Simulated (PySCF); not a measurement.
A structure optimised at B3LYP-D3(BJ)/def2-TZVP, used in a PySCF frequency run:

```xyz
7

Si     0.0000     0.0000    -0.7886
S     -1.7956    -0.0521     0.3797
S      1.7956     0.0521     0.3797
H     -0.1006    -1.2126    -1.6254
H      0.1006     1.2126    -1.6254
H     -1.5167     1.0668     1.0712
H      1.5167    -1.0668     1.0712
```
Charge 0, spin multiplicity 1.

Q: Write its SMILES, formula and point group.

A: S[SiH2]S, H₄S₂Si, C2

Q: What are its rotational constants (standard atomic weights)?

A: 12.722, 2.3309, 2.0564 GHz
